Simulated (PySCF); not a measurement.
# Spin-rotation constants: `C#CC([O-])=C(F)F`, [C$_{4}$HF$_{2}$O]-, charge -1

Geometry:
| atom | x (Å) | y (Å) | z (Å) |
| --- | --- | --- | --- |
| C1 | 1.880 | -0.655 | 1.086 |
| C2 | 0.767 | -0.488 | 0.664 |
| C3 | -0.595 | -0.466 | 0.147 |
| O4 | -1.191 | -1.556 | -0.085 |
| C5 | -1.062 | 0.798 | -0.024 |
| F6 | -2.299 | 1.177 | -0.490 |
| F7 | -0.349 | 1.951 | 0.255 |
| H8 | 2.859 | -0.753 | 1.457 |

Total charge -1.

Method: GIAO HF/aug-pcSseg-1 magnetisability, rotational g tensor and spin-rotation constants, non-relativistic, gas phase in PySCF 2.14.0. Geometry: GFN2-xTB.

For an ion the centre-of-mass motion in the field is neglected.

Q: Give the nuclear spin-rotation constants along the inertial axes (H = +C I·J) beside the isotropic shieldings.

A: Rotational constants 4.3802, 2.1813, 1.4561 GHz. A star marks the isotopologue with that one atom substituted, in its own axes.
```tsv
atom	isotope	Caa (kHz)	Cbb (kHz)	Ccc (kHz)	mean (kHz)	σ (ppm)
F6	19F	3.522	0.736	1.367	1.875	353.4
F7	19F	-0.472	1.439	1.735	0.900	373.0
H8	1H	0.074	-0.179	-0.150	-0.085	29.9
C1	13C*	0.742	0.475	0.412	0.543	115.7
C2	13C*	0.122	0.694	0.588	0.468	99.6
C3	13C*	1.727	0.643	0.291	0.887	68.9
O4	17O*	-0.755	-0.699	-0.004	-0.486	198.8
C5	13C*	1.754	1.017	0.370	1.047	17.4
```
For the geometry as given, no vibrational averaging.
